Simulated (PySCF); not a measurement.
PySCF input file for Mg(F)(NMe2) (C₂H₆FMgN), SMILES C[N]([Mg][F])C, IEF-PCM-PBE0/def2-SVP. Geometry: B3LYP-D3(BJ)/def2-SVP. Other conformers were not sampled.

```python
import numpy as np
from pyscf import gto, scf, dft
from pyscf.solvent import pcm

mol = gto.M(
    atom='''
    Mg   -0.00000000    0.00000000   -1.03468663
    F     0.00000000   -0.00000000   -2.79844033
    N    -0.00000000   -0.00000000    0.86195055
    C     0.00000000    1.19620037    1.67486080
    C     0.00000000   -1.19620037    1.67486081
    H    -0.88957586    1.25899097    2.33988997
    H     0.88957586    1.25899098    2.33988997
    H    -0.00000000    2.11113747    1.05532955
    H     0.88957586   -1.25899097    2.33988996
    H    -0.88957586   -1.25899097    2.33988997
    H    -0.00000000   -2.11113746    1.05532955
    ''',
    basis='def2-SVP',
    charge=0,
    spin=0,
    max_memory=1600,
    verbose=3,
)
mf = dft.RKS(mol, xc='pbe0').density_fit(auxbasis='def2-universal-jkfit')
mf.grids.level = 3
mf.conv_tol = 1e-9
mf.max_cycle = 100
mf.kernel()
res = {}
for name, eps in {'water': 78.355, 'acetonitrile': 35.688, 'N,N-dimethylformamide': 37.219}.items():
    s = mf.PCM()
    s.with_solvent.method, s.with_solvent.eps, s.with_solvent.lebedev_order = 'IEF-PCM', eps, 29
    s.kernel(mf.make_rdm1())
    res[name] = (s.e_tot, eps, s.dip_moment(), s.mo_energy, s.converged)
    print(f'{name}: electrostatic solvation free energy {(s.e_tot - mf.e_tot) * 627.509474:.3f} kcal/mol')
```

It prints:

```
converged SCF energy = -433.950870151386

WARN: PCM is an experimental feature. It is still in testing.
Features and APIs may be changed in the future.

converged SCF energy = -433.973737493405
Dipole moment(X, Y, Z, Debye):  0.00000, -0.00000,  1.39754
water: electrostatic solvation free energy -14.349 kcal/mol

WARN: PCM is an experimental feature. It is still in testing.
Features and APIs may be changed in the future.

converged SCF energy = -433.973164159106
Dipole moment(X, Y, Z, Debye):  0.00000, -0.00000,  1.41280
acetonitrile: electrostatic solvation free energy -13.990 kcal/mol

WARN: PCM is an experimental feature. It is still in testing.
Features and APIs may be changed in the future.

converged SCF energy = -433.973207046094
Dipole moment(X, Y, Z, Debye):  0.00000, -0.00000,  1.41167
N,N-dimethylformamide: electrostatic solvation free energy -14.017 kcal/mol
```

The run converged.

Cost: about 70 core-seconds (a rough figure).
